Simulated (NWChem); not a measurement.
Molecule: CsF; SMILES [F][Cs]

Computed with NWChem. All runs use the structure optimised with PBE0-D3(BJ)/def2-TZVP. def2 effective core potentials on Cs; no spin-orbit coupling. Ions are spin-unrestricted doublets at the neutral geometry; other ion states weren't tried.

```csv
level,basis functions,"vertical ionisation energy, ΔSCF (eV)",−ε(HOMO) (eV),ΔSCF minus −ε(HOMO) (eV),relative time
PBE/def2-SVP,38,9.50,4.25,5.25,1
PBE/def2-SVPD,50,9.98,4.68,5.30,1
PBE/def2-TZVP,60,9.46,4.74,4.72,2
PBE/def2-TZVPD,72,9.55,4.90,4.65,2
PBE/def2-TZVPP,67,9.49,4.77,4.72,2
PBE/def2-QZVP,105,9.56,4.89,4.67,8
```

Times are rough ratios from one shared machine.
